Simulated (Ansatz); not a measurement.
Species: Al₂, net charge 0, triplet state. 
Structure (B3LYP-D3(BJ)/def2-TZVP (Ansatz, a first-principles code) minimum search):
```
Al
Al 1 2.7553
```
Charge 0, spin multiplicity 3.

Parts of the frozen-core correlation energy in cc-pV(D+d)Z (Ansatz, hartree). Frozen orbitals: 10; correlated occupied orbitals by spin: 4 and 2; virtual: 32 and 34. UHF or UKS for open shells. No spin-orbit coupling. Non-relativistic.

```tsv
term	value
reference (HF)	-483.77531
MP2 opposite-spin	-0.06493
MP2 same-spin	-0.01315
CCSD correlation	-0.10900
(T)	-0.00454
CCSDT minus CCSD(T)	-0.00165
CCSDT(Q) minus CCSD(T)	-0.00192
T1 diagnostic	0.023
largest doubles amplitude	0.101
<S^2> of the reference	2.036
```
